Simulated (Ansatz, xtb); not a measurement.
**Ranking isomers of AlH3N2S**

9 gas-phase structures of AlH3N2S, found in a search over its isomers (lower ones may exist). Each was relaxed with GFN2-xTB; where two conformers were screened, the lower at r2SCAN-D4/def2-SVP is listed:

A. a singlet given by its coordinates
B. `N=S=[N][AlH2]`, a singlet
C. `[NH2][Al]1[NH][S]1`, a singlet
D. a singlet given by its coordinates
E. `[H]/N=[N+]1\[AlH2-][S]1`, a singlet
F. `N1=[NH+][AlH2-][S]1`, a singlet
G. `[H]/N=[N+]1/[AlH2-][S]1`, a singlet
H. `[NH]1N[S][AlH]1`, a singlet
I. `S=[N+]1[NH][AlH2-]1`, a singlet

D (Å):

```xyz
7

Al   -1.4026    0.3102    0.6561
N    -0.9479   -0.1010   -2.2731
N    -1.3902    0.0477   -1.2737
S    -0.6328   -1.7236    1.0812
H    -1.8744   -2.1465    1.3137
H    -2.8286    0.5731    1.1659
H    -0.3925    1.4714    0.4608
```

Close contacts (Å): Al1–N3 1.95, Al1–S4 2.22, N2–N3 1.10, Al1–H6 1.54, Al1–H7 1.55, S4–H5 1.33.

A (Å):

| atom | x (Å) | y (Å) | z (Å) |
| --- | --- | --- | --- |
| Al | -1.8280 | 0.3799 | 0.7040 |
| N | -2.1441 | 0.3040 | -1.1928 |
| N | -0.5445 | -1.0046 | 0.1406 |
| S | -1.1062 | -0.7536 | -1.3444 |
| H | 0.1825 | -1.6973 | 0.2591 |
| H | -0.9963 | 1.6263 | 1.0530 |
| H | -2.9515 | -0.3521 | 1.4583 |

Close contacts (Å): Al1–N2 1.92, Al1–N3 1.97, Al1–S4 2.45, N2–S4 1.49, N3–S4 1.61, Al1–H6 1.54, Al1–H7 1.54, N3–H5 1.01.

Question: Which do you expect lowest at r2SCAN-D4/def2-SVP, and how would the others follow?

Answer: Calculated order at r2SCAN-D4/def2-SVP: D (0.000), C (0.435), H (1.636), F (1.656), G (1.866), E (1.928), I (2.046), A (2.206), B (2.730) eV. Less than 1 kcal/mol parts H and F, so the order within that pair means little.

Energies above the lowest of each column, in eV; the last columns are at PBE-D3(BJ)/def2-SVP geometries and were run for some of them only (a dash: not run or not comparable):

```csv
structure,GFN2-xTB,HF/STO-3G,r2SCAN-D4/def2-SVP,PBE-D3(BJ)/def2-SVP,CCSD(T)/def2-TZVP
D,0.439,0.000,0.000,0.000,0.000
C,0.197,1.651,0.435,0.714,0.793
H,0.710,0.895,1.636,–,–
F,0.000,1.089,1.656,–,–
G,0.439,1.817,1.866,–,–
E,0.674,1.829,1.928,–,–
I,0.272,2.050,2.046,–,–
A,0.234,3.882,2.206,–,–
B,0.823,6.254,2.730,–,–
```

CCSD(T)/def2-TZVP puts D lowest of those it was run on; GFN2-xTB picks F. Some further structures that were screened fall inside this span and aren't listed. Flexible structures stand in one conformer each, not always the lowest. Frequencies (PBE-D3(BJ)/def2-SVP) were run for C, D alone.

Over these structures GFN2-xTB departs from r2SCAN-D4/def2-SVP by 0.632 eV on average once a common shift is removed. A GFN2-xTB relaxation took about 0.086 s and the r2SCAN-D4/def2-SVP energy about 1.1 s on a shared host (Ansatz 0.2.0, xtb 6.7.1).
